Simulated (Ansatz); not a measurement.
Geometry optimisation, RKS B3LYP-D4/def2-SVP in Ansatz 0.2.0.

Input:

```yaml
crystal:
  periodic: [false, false, false]
  atoms:
    - { symbol: Sn, position_ang: [0.0, 0.0, 0.0] }
    - { symbol: C, position_ang: [0.0, 0.0, 2.15] }
    - { symbol: H, position_ang: [-0.9996, -0.3092, 2.5205] }
    - { symbol: H, position_ang: [0.7676, -0.7111, 2.5205] }
    - { symbol: H, position_ang: [0.232, 1.0203, 2.5205] }
    - { symbol: H, position_ang: [1.6408, 0.0, -0.5794] }
    - { symbol: O, position_ang: [-0.9232, 1.5994, -0.6527] }
    - { symbol: H, position_ang: [-1.881, 1.3686, -0.8751] }
    - { symbol: H, position_ang: [-0.8195, -1.4198, -0.5794] }
basis:
  gaussian: { orbitals: def2-SVP }
hamiltonian:
  xc: b3lyp
  dispersion: d4
relax:
  f_tol: 0.02
  max_steps: 40
```

Command:

```bash
$ ansatz run input.yaml --threads 1 --pin off --max-ram 2048MiB --backend cpu --events-out ev --progress --plain --runs-dir out
```

Where does it end, and by what steps?

It converged. After 11 steps the energy has fallen by 0.108 eV; H8 moved furthest, 0.20 Å.

```tsv
step	energy less start (eV)	largest force component (eV/Å)	accepted
0	0.0000	2.284	yes
1	-0.0807	0.766	yes
2	-0.1006	0.314	yes
3	-0.1038	0.089	yes
4	-0.1044	0.021	yes
5	-0.1050	0.032	yes
6	-0.0459	1.828	no
7	-0.1057	0.043	yes
8	-0.1008	0.764	no
9	-0.1061	0.078	yes
10	-0.1063	0.280	yes
11	-0.1075	0.006	yes
```

```xyz
9
Properties=species:S:1:pos:R:3
Sn 0.035 -0.073 -0.010
C -0.019 0.001 2.153
H -1.047 -0.150 2.513
H 0.626 -0.787 2.568
H 0.343 0.982 2.492
H 1.620 0.138 -0.635
O -0.934 1.517 -0.756
H -1.895 1.431 -0.685
H -0.713 -1.511 -0.614
```

Whether the end is a true minimum wasn't checked by a vibrational analysis.

The run took 40 s on 1 thread of Arm Neoverse V2 (shared host), peak memory 0.17 GiB.
